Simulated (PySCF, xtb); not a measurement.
Te(Br)(OMe) (CH₃BrOTe), SMILES [Te](OC)Br.

GFN2-xTB (xtb 6.7.1) at its own geometry gives an orbital gap of 3.19 eV and a dipole moment of 5.63 D.

The structure is a stationary point at B3LYP-D3(BJ)/def2-SVP. This is a generated structure with no PubChem entry under its InChIKey; it may be hypothetical. The def2 effective core potentials stand for the cores of Te; spin–orbit coupling is left out. Other conformers were not sampled.

Q: What does PBE/def2-TZVP in PySCF give? (Estimate from the structure and the level; the computed values follow.)

A: gap 1.89 eV (levels -5.30 and -3.41 eV), dipole 1.80 D.
